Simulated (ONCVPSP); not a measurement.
PBEsol ONCV dataset for Sn, scalar-relativistic all-electron reference.

```
Element                 : tin
Generator               : ONCVPSP 4.0.1
Type                    : optimised norm-conserving Vanderbilt (ONCV)
Functional              : PBEsol
Relativity              : scalar-relativistic
Frozen core             : [Ar] 3d10
Valence charge          : 22
Reference configuration : 4s2 4p6 4d10 5s2 5p1 (charge +1)
Partial waves           : 4s+5s: rc 1.55 bohr, ncon 3, nbas 7, qcut 10.2 1/bohr, 2 projectors; 4p+5p: rc 1.75 bohr, ncon 4, nbas 7, qcut 9.6 1/bohr, 2 projectors; 4d: rc 1.05 bohr, ncon 4, nbas 8, qcut 7.8 1/bohr, local
Local potential         : the d channel
Core correction         : Teter function, fcfact 4.5, rcfact 1.3
```

All-electron outer shells of the reference configuration (PBEsol, scalar-relativistic, ld1.x):

| shell | level (eV) | outermost node (bohr) | outermost maximum (bohr) |
| --- | --- | --- | --- |
| 3p | -706.51 | 0.14 | 0.30 |
| 3d | -481.42 | – | 0.25 |
| 4s | -141.76 | 0.40 | 0.74 |
| 4p | -97.58 | 0.41 | 0.79 |
| 4d | -33.78 | 0.39 | 0.88 |
| 5s | -17.88 | 0.98 | 1.99 |
| 5p | -10.28 | 1.08 | 2.43 |

(1) Estimate the cutoffs (Ha) at which the residual kinetic energy of the hardest occupied pseudo-wave falls to 1 and 0.1 mHa per electron.

(2) Does the potential have ghost states?

(3) Which valence shell sets the plane-wave cutoff?

(4) Tests: 4s2 4p6 4d10 5s2 5p2; 4s2 4p6 4d10 5s2 5p0; 4s2 4p6 4d10 5s1 5p0; 4s2 4p6 4d9 5s2 5p2. Which has the largest error in its energy relative to the reference configuration, and how large is it?

Results:

(1) 160 Ha and 210 Ha.

(2) No bound ghost flagged; no localised positive-energy state flagged.

(3) 4d: 160 Ha for 1 mHa per electron, against 31 Ha for 4s.

(4) 4s2 4p6 4d10 5s1 5p0, with -12 meV (all-electron minus pseudo) on +44.99 eV.
